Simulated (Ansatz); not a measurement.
Gas-phase electronic energies from Ansatz, PBE0-D4/def2-TZVP geometries. CCSD(T)/CBS adds triple-zeta CCSD(T) − MP2 to the extrapolated MP2 energy (def2 sets, frozen cores). DFT in def2-TZVPP. For Se outer-core shells are correlated without core-valence functions, which leaves a few kJ/mol of doubt a bond. Scalar relativity is left out up to krypton. Each species was taken in one conformer, which may not be the lowest.

Consider the ligand exchange at a B–O bond: `FC(F)(F)COB(Cl)Cl` + H₂Se → `ClB(Cl)[SeH]` + `OCC(F)(F)F`.

| species | r2SCANh energy (Eh) |
| --- | --- |
| `FC(F)(F)COB(Cl)Cl` | -1397.49630 |
| H₂Se | -2402.73284 |
| `ClB(Cl)[SeH]` | -3347.45567 |
| `OCC(F)(F)F` | -452.75110 |

Task: Work out ΔE.

Result: ΔE = (-3347.45567) + (-452.75110) − (-1397.49630) − (-2402.73284) = 0.02237 Eh = +58.7 kJ/mol. CCSD(T)/CBS gives +57.6 kJ/mol.

Largest T1 diagnostic among the species: 0.012.

From PBE to PBE0 (25 % exact exchange), in def2-TZVPP and without D4, ΔE moves by +3.7 kJ/mol. At CCSD(T), def2-SVP lies +23.5 kJ/mol from the extrapolated value and def2-TZVPP +5.0 kJ/mol. In def2-TZVPP, CCSD(T) changes the Hartree–Fock value by −13.7 kJ/mol (the triples alone add −2.3 kJ/mol) and MP2 by −20.4 kJ/mol.
